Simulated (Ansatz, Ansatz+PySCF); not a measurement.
```tsv
atom	x (Å)	y (Å)	z (Å)
Be	0.0000	0.0000	0.0000
Be	0.0000	0.0000	2.4500
```

Basis set: 6-31G (spherical functions). All electrons are correlated. Charge 0, multiplicity 1.

Computed with Ansatz (development build ahead of 0.2.0); each method stands on the lowest determinant of its kind that the runs found. Restricted open shells among the atoms or ions are ROHF, correlated in semicanonical orbitals with singles.

The atomization energy at this shape (free ground-state atoms in the same class of orbitals less the molecule, no zero-point energy) of singlet Be₂:

| method | atomization energy |
| --- | --- |
| full CI (lowest root of this spin) | -0.21 eV |
| RHF-CCSD(T) | -0.23 eV |
| RHF-MP2 | -0.17 eV |
| UHF-MP2 | -0.02 eV |
| UHF | 0.30 eV |
| RHF-CCSD | -0.27 eV |

Problem. What does RHF give?

Solution. -0.34 eV. Caution for RHF-CCSD(T), RHF-MP2, RHF, RHF-CCSD: an unrestricted determinant lies well below. Caution for RHF-CCSD(T), RHF-MP2, UHF-MP2, RHF-CCSD: large amplitudes, a single reference is doubtful. Caution for UHF-MP2: another reference gives a lower total. Caution for UHF-MP2, UHF: the determinant breaks the point group; the unrestricted determinant is a mixture of spin states. Caution for UHF: a free atom is spin contaminated.

This basis has no polarisation functions and is too small for such energies, which can lie far from measured ones in either direction.
